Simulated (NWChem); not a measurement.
# vinylidene fluoride (C₂H₂F₂); SMILES FC(F)=C

Program: NWChem. Structure relaxed at the B3LYP/6-31G* (spherical d) level. B3LYP is NWChem's, with the RPA form of VWN correlation. Level: B3LYP/def2-SVP with SMD (1 M gas to 1 M solution), gas-phase geometry.

**Question.** Order these by “solvation free energy (kcal/mol)”, lowest first: ethyl acetate; water; dimethyl sulfoxide.

**Answer.** ethyl acetate (-0.3), dimethyl sulfoxide (0.7), water (2.3)
